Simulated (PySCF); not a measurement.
Several structures and their simulated spectra, in scrambled order.

A. SMILES N1C=C([SiH2]F)N=C1
B. `C=Cc1nnc(C2CC2)o1`
C. `C(/OC)(F)=C\C(F)F`
D. SMILES CC1(F)CNC1
E. SMILES [SiH3][SiH2]c1ccncc1

Spectrum 1. ¹H NMR (300 MHz, computed): δ 6.78 (m, 1H), 4.52 (m, 1H), 3.97 (s, 3H). ¹³C{¹H} NMR (computed): δ 171.3 (C), 118.7 (CH), 82.2 (CH), 55.2 (CH3).

Spectrum 2. ¹H NMR (300 MHz, computed): δ 8.66 (br s, 1H), 7.58 (m, 1H), 7.45 (m, 1H), 5.66 (m, 2H). ¹³C{¹H} NMR (computed): δ 139.1 (CH), 138.2 (C), 129.8 (CH).

Spectrum 3. ¹H NMR (300 MHz, computed): δ 8.93 (d, 2H), 7.55 (d, 2H), 4.62 (q, 2H), 3.49 (t, 3H). ¹³C{¹H} NMR (computed): δ 155.1 (CH), 147.2 (C), 135.1 (CH).

Spectrum 4. ¹H NMR (300 MHz, computed): δ 7.26 (m, 1H), 6.67 (m, 1H), 5.97 (m, 1H), 1.90 (m, 1H), 1.40 (m, 2H), 1.17 (m, 2H). ¹³C{¹H} NMR (computed): δ 176.8 (C), 170.6 (C), 130.0 (CH2), 126.8 (CH), 14.3 (CH2), 9.8 (CH).

Spectrum 5. ¹H NMR (300 MHz, computed): δ 4.04 (m, 2H), 3.49 (m, 2H), 1.59 (m, 3H), 0.25 (br s, 1H). ¹³C{¹H} NMR (computed): δ 95.1 (C), 62.4 (CH2), 26.0 (CH3).

- GFN2-xTB structure
- shielding tensors at PBE0/pcSseg-1 (GIAO)
- code: PySCF 2.14.0 with density-fitted response routines
- non-relativistic, single conformer, equivalent nuclei averaged, no solvent

Referencing at the same level of theory: ¹H (σ = 31.72 ppm), ¹³C (σ = 186.93 ppm) vs TMS. Splittings of carbon signals by F and P are missing where no couplings were computed. Where no couplings were computed, multiplicities follow the n + 1 count of equivalent neighbours, and m marks all less simple cases (inequivalent or close neighbours, rings, F or P nearby). Shifts are as computed. Against solution values, carbons near 30 ppm lie about +3 ppm off and those near 130 ppm about +5 ppm. Of 1211 compounds with measured shifts, 218 miss one by over three times the rms of a fit or turn the order of signals round; such compounds aren't used in these exercises. OH and NH positions are gas-phase values without hydrogen bonding to other molecules.

Question: Match each spectrum to its structure.

Answer: 1–C, 2–A, 3–E, 4–B, 5–D.

- Spectrum 1 (C): 4 ¹³C signals; δC 171.3 is an alkene carbon bearing oxygen; δC 118.7 is an allylic sp3 CH bonded to 2 F.
- Spectrum 2 (A): 3 ¹³C signals; δH 8.66 is the hydrogen on a pyrrole-type ring nitrogen; δH 7.58 is the hydrogen on an aromatic CH between two ring heteroatoms.
- Spectrum 3 (E): 3 ¹³C signals; δC 155.1 is an aromatic CH next to a ring nitrogen; δC 135.1 is an aromatic CH.
- Spectrum 4 (B): 6 ¹³C signals; δC 130.0 is a terminal =CH2 carbon; δC 126.8 is an alkene CH.
- Spectrum 5 (D): 3 ¹³C signals; δC 95.1 is a fully substituted sp3 carbon bonded to F; δC 62.4 is an sp3 CH2 bonded to N.
